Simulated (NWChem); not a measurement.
BeSiH4O; SMILES [BeH][O][SiH3]

```xyz
7

Be     0.0000     0.0000    -2.1127
H      0.0000     0.0000    -3.4412
O      0.0000     0.0000    -0.7049
Si     0.0000     0.0000     0.9405
H     -1.2773    -0.5628     1.4547
H      0.1512     1.3875     1.4547
H      1.1260    -0.8247     1.4547
```
Atoms are numbered in this order, from 1.

Results from NWChem. Pople sets run with spherical d functions. The geometry was optimised at B3LYP/6-31G* (spherical d).

Problem. Taking Hartree-Fock/6-311++G** as the yardstick, which of these has the fewest basis functions while keeping “highest occupied level (eV)” within 0.1 eV of it: Hartree-Fock/3-21G; Hartree-Fock/STO-3G; Hartree-Fock/6-31G*; Hartree-Fock/6-311G**; Hartree-Fock/6-31+G*?

Solution. Hartree-Fock/6-31G*.
| level | basis functions | highest occupied level (eV) |
|---|---|---|
| Hartree-Fock/STO-3G | 23 | -9.95 |
| Hartree-Fock/3-21G | 39 | -12.24 |
| Hartree-Fock/6-31G* | 54 | -12.38 |
| Hartree-Fock/6-31+G* | 66 | -12.46 |
| Hartree-Fock/6-311G** | 86 | -12.43 |
| Hartree-Fock/6-311++G** | 102 | -12.44 |

The yardstick is one finite set, not the basis-set limit.
